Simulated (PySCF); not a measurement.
A run for PySCF: R-HF/3-21G on BBr2H (SMILES BrBBr), a point of a bond scan (R = 1.902 Å).

```python
from pyscf import gto, scf, dft, mp
from pyscf.data.elements import chemcore

mol = gto.M(
    atom='''
    B    -0.62320330   -0.38098068   -0.41274424
    H    -1.49972863   -0.91682382   -0.99326231
    Br   -0.32831801    1.47752318   -0.68764829
    Br    0.46019644   -1.39690240    0.77499068
    ''',
    basis='3-21g',
    charge=0, spin=0, verbose=3, max_memory=1800)
mf = scf.RHF(mol)
mf.conv_tol = 1e-8
mf.max_cycle = 100
mf.kernel()
if not mf.converged:
    mf = mf.newton().run(mf.mo_coeff, mf.mo_occ)
```

Program output:

```
converged SCF energy = -5145.26388621724
```

The run converged.

Cost: roughly 0.5 core-seconds.
